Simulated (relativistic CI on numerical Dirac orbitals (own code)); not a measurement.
Slater and spin-orbit integrals, W⁵¹⁺

These numbers are calculated, not measured: Dirac-Coulomb-Breit CI, separate exchange-only KLI orbitals for each configuration, model QED (radiative potential, 1s self-energy scaled to tabulated hydrogen-like ionisation energies), unscaled Slater integrals (own radial code, finite nucleus).

Slater integrals F^k, G^k are unscaled and averaged over j, outside the closed core [Ne]; ζ comes from projecting the Hamiltonian with its Breit term on Σ l·s of the shell.

- 3s2 3p6 3d5: F^2(3d,3d) = 602140, F^4(3d,3d) = 389020, ζ(3d) = 231350 cm⁻¹; <r>(3d) = 0.1698, <r^2>(3d) = 0.03339 (bohr units).
- 3s2 3p5 3d6: ζ(3p) = 1.745e+06, F^2(3d,3d) = 601290, F^4(3d,3d) = 388450, F^2(3p,3d) = 520320, G^1(3p,3d) = 552720, G^3(3p,3d) = 369270, ζ(3d) = 229530 cm⁻¹; <r>(3p) = 0.1897, <r^2>(3p) = 0.04171, <r>(3d) = 0.17, <r^2>(3d) = 0.03347 (bohr units).
- 3s2 3p4 3d7: F^2(3p,3p) = 515610, ζ(3p) = 1.7439e+06, F^2(3d,3d) = 600420, F^4(3d,3d) = 387860, F^2(3p,3d) = 519930, G^1(3p,3d) = 552740, G^3(3p,3d) = 369160, ζ(3d) = 227730 cm⁻¹; <r>(3p) = 0.1898, <r^2>(3p) = 0.04178, <r>(3d) = 0.1702, <r^2>(3d) = 0.03356 (bohr units).

**Question.** Give the Racah parameters of the d shell in 3s2 3p6 3d5.

**Answer.** B = F²/49 − 5F⁴/441 = 7878 cm⁻¹ and C = 35F⁴/441 = 30875 cm⁻¹.

Averages of the first 10 configurations, taken without configuration mixing, which lowers the lowest level and can move excited configurations by several eV; other configurations of the list can lie among them:

```csv
Configuration,Parity,States,Average energy above the lowest level (eV)
3s2 3p6 3d5,even,252,153.3
3s2 3p5 3d6,odd,1260,634.6
3s2 3p4 3d7,even,1800,1124.4
3s 3p6 3d6,even,420,1081.6
3p6 3d7,even,120,2021.2
3s 3p5 3d7,odd,1440,1561.5
3s2 3p6 3d4 4s,even,420,2011.7
3s2 3p6 3d4 4p,odd,1260,2181.4
3s2 3p4 3d6 4s,even,6300,2962.6
3s2 3p5 3d5 4s,odd,3024,2482.9
```
